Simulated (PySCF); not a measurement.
**Structure from 2D NMR**

Compound of formula C9H10. Correlations simulated from computed shifts and the bond graph:

HSQC (one-bond C–H):
```
  δH     δC
6.26  102.0
2.15   10.9
1.99    9.3
1.92    4.8
1.12   14.8
1.08   14.4
0.81   14.8
0.70   14.4
```

COSY cross peaks (H two or three bonds apart, from the bond graph; peaks can be absent where the dihedral angle is near 90°):
```
  δH    δH
6.26  2.15
1.99  1.12
1.99  1.08
1.99  0.81
1.99  0.70
1.12  1.08
1.12  0.81
1.12  0.70
1.08  0.81
1.08  0.70
0.81  0.70
```

HMBC (two and three bonds, from the bond graph):
```
  δH                              δC
6.26          137.4, 92.6, 10.9, 9.3
2.15   137.4, 102.0, 92.6, 73.5, 9.3
1.99  137.4, 102.0, 14.8, 14.4, 10.9
1.92                      92.6, 73.5
1.12                137.4, 14.4, 9.3
1.08                137.4, 14.8, 9.3
0.81                137.4, 14.4, 9.3
0.70                137.4, 14.8, 9.3
```

Carbons without hydrogens: δ 137.4, 92.6, 73.5.

- σ from GIAO-PBE0/pcSseg-1
- structure optimised with GFN2-xTB
- program: PySCF 2.14.0 with density-fitted response routines
- one conformer, no solvent, no relativistic terms, one averaged value for each set of equivalent atoms

References, each an isolated molecule treated in the same way: ¹H (σref 31.72) and ¹³C (σref 186.93) against TMS.

Exchangeable hydrogens are left out of these lists.

Work out the connectivity.

Results:

SMILES CC#C[C@@H]1C=C1C1CC1.

Structure with atom numbers: `[CH3:1][C:2]#[C:3][C@@H:4]1[CH:5]=[C:6]1[CH:7]1[CH2:8][CH2:9]1`. Each H is labelled by its parent atom. Ha(C8), Ha(C9) are cis to C6 on the ring; Hb(C8), Hb(C9) are trans to C6 on the ring.

- δC 137.4 is C6, a fully substituted alkene carbon.
- δC 102.0 is C5, an alkene CH (δH 6.26).
- δC 92.6 is C3, an alkyne carbon.
- δC 73.5 is C2, an alkyne carbon.
- δC 14.8 is C8, a three-membered-ring carbon (δH 1.12, 0.81).
- δC 14.4 is C9, a three-membered-ring carbon (δH 0.70, 1.08).
- δC 10.9 is C4, a three-membered-ring carbon (δH 2.15).
- δC 9.3 is C7, a three-membered-ring carbon (δH 1.99).
- δC 4.8 is C1, a propargylic methyl carbon (δH 1.92).
- HMBC from δH 6.26 reaches the proton-free carbons C6, C3.
- HMBC from δH 2.15 reaches the proton-free carbons C6, C3, C2.
- HMBC from δH 1.99 reaches the proton-free carbon C6.
- HMBC from δH 1.92 reaches the proton-free carbons C3, C2.
- COSY links 6.26–2.15, 1.99–1.12, 1.99–1.08, 1.99–0.81, 1.99–0.70, 1.12–1.08.

The data come from this structure; uniqueness wasn't tested.

Shifts are as computed. Against solution values, carbons near 30 ppm lie about +3 ppm off and those near 130 ppm about +5 ppm. Of 1211 compounds with measured shifts, 218 miss one by over three times the rms of a fit or turn the order of signals round; such compounds aren't used in these exercises.
